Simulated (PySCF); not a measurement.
Compound: C9H9N.
Structure used (PBE0-D3(BJ)/def2-SVP), in Å, numbered top down from 1:
```xyz
19
C9H9N angstrom
C      3.0916    1.4746   -0.0464
C      2.2165    0.5057   -0.0487
C      1.3358   -0.4777   -0.0515
C      1.7986   -1.9056   -0.1739
C     -0.1129   -0.1942    0.0646
C     -0.6099    1.1138    0.1721
C     -1.9799    1.3165    0.2769
N     -2.8802    0.3325    0.2824
C     -2.4150   -0.9071    0.1816
C     -1.0609   -1.2247    0.0713
H      3.4100    1.9571   -0.9781
H      3.5375    1.8390    0.8865
H      1.4878   -2.4970    0.7022
H      2.8916   -1.9568   -0.2524
H      1.3657   -2.3841   -1.0671
H      0.0752    1.9644    0.1730
H     -2.3734    2.3362    0.3611
H     -3.1603   -1.7115    0.1873
H     -0.7624   -2.2709   -0.0077
```

Level: PBE0/pcSseg-1 in PySCF, non-relativistic, on one gas-phase PBE0-D3(BJ)/def2-SVP geometry that isn't relaxed in the solvent. The solvent is an IEF-PCM continuum (van der Waals radii × 1.2). Only the electrostatic response of the medium enters.

| run | E − E(gas) (kJ/mol) | HOMO (eV) | HOMO–LUMO gap (eV) | dipole (D) |
| --- | --- | --- | --- | --- |
| gas | 0.00 | -6.98 | 5.61 | 3.00 |
| P | -10.94 | -6.94 | 5.58 | 3.46 |
| Q | -24.69 | -6.95 | 5.54 | 4.02 |

Task: The runs were made in acetonitrile and benzene. Which run belongs to which solvent?

Result: P = benzene, Q = acetonitrile. The dielectric constants are 2.271 (benzene), 35.69 (acetonitrile), and the energy falls further as ε rises. In this model the ground state sees the solvent through ε alone.

Task: How constant is the ratio of the lowering to (ε − 1)/(2ε + 1)?

Result: 
```
     solvent  (ε − 1)/(2ε + 1)  E − E(gas) (kJ/mol)  ratio (kJ/mol)  polarisation term (kJ/mol)
     benzene             0.229               -10.94           -47.7                      -11.77
acetonitrile             0.479               -24.69           -51.5                      -29.08
```

The ratio changes by +8.0 % in size from benzene to acetonitrile. The polarisation term is half the interaction of the solute with the induced surface charges.

Rough CPU time on one thread of a shared machine: about 1.9 min. This is the whole shielding run at PBE0/pcSseg-1 in acetonitrile, SCF included.
